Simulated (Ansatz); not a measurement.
Ansatz (a program for electronic structure) input:

Ansatz 0.2 input:
```yaml
crystal:
  periodic: [false, false, false]
  atoms:
    - {symbol: C, position_ang: [0.58240357, -0.78592018, 0.41261046]}
    - {symbol: C, position_ang: [-0.80110020, -0.41460288, 0.65693758]}
    - {symbol: Cl, position_ang: [-1.63767238, 0.16900667, -0.90370451]}
    - {symbol: Cl, position_ang: [1.79932945, 0.40702807, 0.39008991]}
    - {symbol: H, position_ang: [0.86121799, -1.73769746, -0.01329177]}
    - {symbol: H, position_ang: [-0.90412970, 0.41499987, 1.34907487]}
    - {symbol: H, position_ang: [-1.39307878, -1.26675440, 0.97837705]}
basis:
  gaussian:
    orbitals: def2-TZVP
hamiltonian:
  xc: b3lyp
  dispersion: d3bj
magnetization: {spin_polarized: true, initial_magnetization: 1}
phonons: {temperatures: {t_min: 298.15, t_max: 298.15, t_step: 100}}
```

### Question
What final total energy does it print?

### Answer
-998.46115 Eh (B3LYP-D3(BJ)/def2-TZVP). The basis has 154 functions.

It need not be the lowest isomer of its formula.
